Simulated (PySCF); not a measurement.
CH3Li, charge +1, doublet, geometry from GFN2-xTB (such geometries of metal compounds can be far from the true shape) (a state made from the parent by changing its charge; the spin is typed, not shown lowest); HF/STO-3G (PySCF).

PySCF was given this input:
```python
from pyscf import gto, scf

mol = gto.M(
    atom='''
Li   -1.19438020   -0.71097745   -1.04751341
C     0.34992791    0.20830122    0.30689908
H     0.76466404   -0.67114483    0.78102667
H    -0.26665636    0.84273862    0.92942732
H     0.98556544    0.71153123   -0.40930822
''',
    basis='sto-3g',
    charge=1,
    spin=1,
    verbose=4,
)

mf = scf.UHF(mol)
mf.kernel()
mf.analyze()
```

Problem. What does PySCF print? Leave out banner, timings and long lists.

Solution. 
```
PySCF version 2.14.0

[INPUT] verbose = 4
[INPUT] num. atoms = 5
[INPUT] num. electrons = 11
[INPUT] charge = 1
[INPUT] spin (= nelec alpha-beta = 2S) = 1
[INPUT] symmetry False subgroup None
[INPUT] Mole.unit = angstrom
[INPUT] Symbol           X                Y                Z      unit          X                Y                Z       unit  Magmom
[INPUT]  1 Li    -1.194380200000  -0.710977450000  -1.047513410000 AA   -2.257051466603  -1.343552661242  -1.979513456709 Bohr   0.0
[INPUT]  2 C      0.349927910000   0.208301220000   0.306899080000 AA    0.661267913241   0.393632257213   0.579955209081 Bohr   0.0
[INPUT]  3 H      0.764664040000  -0.671144830000   0.781026670000 AA    1.445005612903  -1.268279918618   1.475926502281 Bohr   0.0
[INPUT]  4 H     -0.266656360000   0.842738620000   0.929427320000 AA   -0.503907489773   1.592545186394   1.756363087488 Bohr   0.0
[INPUT]  5 H      0.985565440000   0.711531230000  -0.409308220000 AA    1.862448759436   1.344599153775  -0.773480436333 Bohr   0.0

nuclear repulsion = 15.6786456235872
number of shells = 9
number of NR pGTOs = 39
number of NR cGTOs = 13
basis = sto-3g
ecp = {}

******** <class 'pyscf.scf.uhf.UHF'> ********
method = UHF
initial guess = minao
damping factor = 0
level_shift factor = 0
DIIS = <class 'pyscf.scf.diis.CDIIS'>
diis_start_cycle = 1
diis_space = 8
diis_damp = 0
SCF conv_tol = 1e-09
SCF conv_tol_grad = None
SCF max_cycles = 50
direct_scf = True
direct_scf_tol = 1e-13
number electrons alpha = 6  beta = 5
Set gradient conv threshold to 3.16228e-05
init E= -46.196717850589

cycle= 1 E= -46.2155231474146  delta_E= -0.0188  |g|= 0.149  |ddm|= 1.61
cycle= 2 E= -46.2464150823302  delta_E= -0.0309  |g|= 0.0567  |ddm|= 0.328
cycle= 3 E= -46.2505909055258  delta_E= -0.00418  |g|= 0.0244  |ddm|= 0.0996
cycle= 4 E= -46.2521894015818  delta_E= -0.0016  |g|= 0.00909  |ddm|= 0.0934
cycle= 5 E= -46.252399780899  delta_E= -0.00021  |g|= 0.00256  |ddm|= 0.0424
cycle= 6 E= -46.2524109839268  delta_E= -1.12e-05  |g|= 0.00081  |ddm|= 0.00864
cycle= 7 E= -46.2524122858702  delta_E= -1.3e-06  |g|= 0.000174  |ddm|= 0.00291
cycle= 8 E= -46.2524123502353  delta_E= -6.44e-08  |g|= 1.83e-05  |ddm|= 0.000702
cycle= 9 E= -46.2524123508664  delta_E= -6.31e-10  |g|= 4.16e-06  |ddm|= 8.42e-05
Extra cycle  E= -46.2524123508958  delta_E= -2.94e-11  |g|= 1.97e-06  |ddm|= 8.42e-06
converged SCF energy = -46.2524123508958  <S^2> = 0.75687021  2S+1 = 2.0068585
**** SCF Summaries ****
Total Energy =                         -46.252412350895796
Nuclear Repulsion Energy =              15.678645623587233
One-electron Energy =                  -90.039224308855580
Two-electron Energy =                   28.108166334372552
Two-electron Coulomb Energy =           35.986634881318352
DFT Exchange-Correlation Energy =       -7.878468546945800
**** MO energy ****
                             alpha | beta                alpha | beta
MO #1   energy= -11.2866073970394  | -11.2640966836622  occ= 1 | 1
MO #2   energy= -2.69202044419697  | -2.68701790908818  occ= 1 | 1
MO #3   energy= -1.15073212662432  | -1.05466879269772  occ= 1 | 1
MO #4   energy= -0.77534576588733  | -0.755581468366395 occ= 1 | 1
MO #5   energy= -0.775345763735529 | -0.755581466294352 occ= 1 | 1
MO #6   energy= -0.625893029730643 | -0.156273450849576 occ= 1 | 0
MO #7   energy= -0.137606050207429 | -0.0870082906654052 occ= 0 | 0
MO #8   energy= -0.0690816787001417 | -0.0611298806027723 occ= 0 | 0
MO #9   energy= -0.0690816786131854 | -0.0611298805194247 occ= 0 | 0
MO #10  energy= 0.0653943524039474 | 0.186900184751025  occ= 0 | 0
MO #11  energy= 0.457536889707017  | 0.509267084875113  occ= 0 | 0
MO #12  energy= 0.506253467926291  | 0.530215224741222  occ= 0 | 0
MO #13  energy= 0.506253474899292  | 0.530215231711233  occ= 0 | 0

To work with the spin densities directly, `use mulliken_meta_spin()` only printing them here.

 ** Mulliken spin pop alpha/beta on meta-lowdin orthogonal AOs **
 ** Mulliken Spin Density (per AO)  **
spin_pop of  0 Li 1s        0.00007
spin_pop of  0 Li 2s        0.07929
spin_pop of  0 Li 2px       0.02013
spin_pop of  0 Li 2py       0.00725
spin_pop of  0 Li 2pz       0.01553
spin_pop of  1 C 1s       -0.00003
spin_pop of  1 C 2s        0.07868
spin_pop of  1 C 2px       0.41873
spin_pop of  1 C 2py       0.17358
spin_pop of  1 C 2pz       0.33109
spin_pop of  2 H 1s       -0.04144
spin_pop of  3 H 1s       -0.04144
spin_pop of  4 H 1s       -0.04144
 ** Mulliken Spin Density (per atom)  **
spin density of  0 Li =      0.12227
spin density of  1 C =      1.00206
spin density of  2 H =     -0.04144
spin density of  3 H =     -0.04144
spin density of  4 H =     -0.04144
 ** Mulliken pop alpha/beta on meta-lowdin orthogonal AOs **
 ** Mulliken pop       alpha | beta **
pop of  0 Li 1s        0.99976 | 0.99970
pop of  0 Li 2s        0.09378 | 0.01449
pop of  0 Li 2px       0.02073 | 0.00059
pop of  0 Li 2py       0.00818 | 0.00093
pop of  0 Li 2pz       0.01624 | 0.00071
pop of  1 C 1s        0.99989 | 0.99992
pop of  1 C 2s        0.59389 | 0.51521
pop of  1 C 2px       0.69497 | 0.27624
pop of  1 C 2py       0.60654 | 0.43296
pop of  1 C 2pz       0.66336 | 0.33226
pop of  2 H 1s        0.43422 | 0.47566
pop of  3 H 1s        0.43422 | 0.47566
pop of  4 H 1s        0.43422 | 0.47566
In total             6.00000 | 5.00000
 ** Mulliken atomic charges   ( Nelec_alpha | Nelec_beta ) **
charge of  0Li =      0.84489  (     1.13869      1.01642 )
charge of  1C =     -0.11524  (     3.55865      2.55659 )
charge of  2H =      0.09012  (     0.43422      0.47566 )
charge of  3H =      0.09012  (     0.43422      0.47566 )
charge of  4H =      0.09012  (     0.43422      0.47566 )

WARN: System has nonzero charge 1; the dipole moment is origin-dependent.
Location of origin: [0. 0. 0.]

Dipole moment(X, Y, Z, Debye): -4.50067, -2.67911, -3.94724
```
